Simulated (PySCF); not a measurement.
# Do core-level shifts follow atomic charges?

Compound: C₃H₈B (charge -1).
SMILES with atom numbers: `[BH3-:1][CH2:2][CH:3]=[CH2:4]`

Binding energies: PySCF, delta-SCF UKS SCAN, pcX-2 on the ionised atom, pcseg-1 elsewhere, spin-free X2C. Charges: PBE0/pcSseg-1 ground-state density, for the ionised atom.

```json
{"atom": "C2", "environment": "sp3 carbon bound to boron", "C 1s (eV)": "284.68", "Mulliken (e)": "-0.308", "IAO (e)": "-0.359", "Hirshfeld (e)": "-0.157", "ESP (e)": "+0.075"}
{"atom": "C4", "environment": "terminal =CH2 carbon", "C 1s (eV)": "285.27", "Mulliken (e)": "-0.249", "IAO (e)": "-0.408", "Hirshfeld (e)": "-0.182", "ESP (e)": "-0.707"}
{"atom": "C3", "environment": "alkene CH carbon", "C 1s (eV)": "285.81", "Mulliken (e)": "-0.207", "IAO (e)": "-0.070", "Hirshfeld (e)": "-0.035", "ESP (e)": "-0.068"}
```

Give the correlation coefficient and slope of binding energy on charge for each scheme.

Mulliken: r = 1.00, slope 11.0 eV per e; IAO: r = 0.77, slope 2.4 eV per e; Hirshfeld: r = 0.76, slope 5.4 eV per e; ESP: r = -0.20, slope -0.3 eV per e. Mulliken charges have the highest r, on only 3 points.

The point-charge model writes a binding energy as kq + V + constant, with V the potential of the other atoms' charges at the site. What does it give with the IAO charges?

V = Σ 14.40 eV Å × q/r over all other atoms: -4.04 eV at C2, -0.77 eV at C4, -7.14 eV at C3. Fitting binding energy − V to q gives k = 18.4 eV per e and leaves an rms residual of 0.73 eV, against 0.29 eV for the fit on q alone. The model has no term for differences in relaxation between sites.

The unrestricted hole states depart most from a pure doublet (⟨S²⟩ = 0.75; over 0.85 named) for C 1s of C3 (0.87), which makes this value less certain. The species carries charge -1, so core ionisation leaves a neutral species. The basis sets have no added diffuse functions. Geometry: PBE0-D3(BJ)/def2-SVP, one conformer, isolated ion. The geometry's basis has no diffuse functions, a weakness for an anion.

Shape of the structure used: `[BH3-:1][CH2:2][CH:3]=[CH2:4]`: B1–C2–C3–C4 115°.
